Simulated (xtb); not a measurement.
ZnBr, SMILES [Zn+][Br], charge +1. All values are semi-empirical tight-binding results from xtb (GFN2-xTB unless named), good for trends rather than for accurate numbers. Coordinates come from a GFN2-xTB optimisation. The multiplicity is an assumed one; other spin states were not compared.

Optimised geometry:

```xyz
2

Zn     0.0000     0.0000    -1.1667
Br     0.0000     0.0000     1.0000
```
Charge +1, spin multiplicity 1.

For metal compounds this method's bond lengths and energies can be far off.

```yaml
point_group_as_xtb_finds_it: C∞v
orbital_gap: 1.70 eV
```

Computed atomic charges and the Wiberg bond orders between heavy atoms:
charges (e) Zn1 0.52, Br2 0.48. Bond orders Zn1–Br2 1.58.
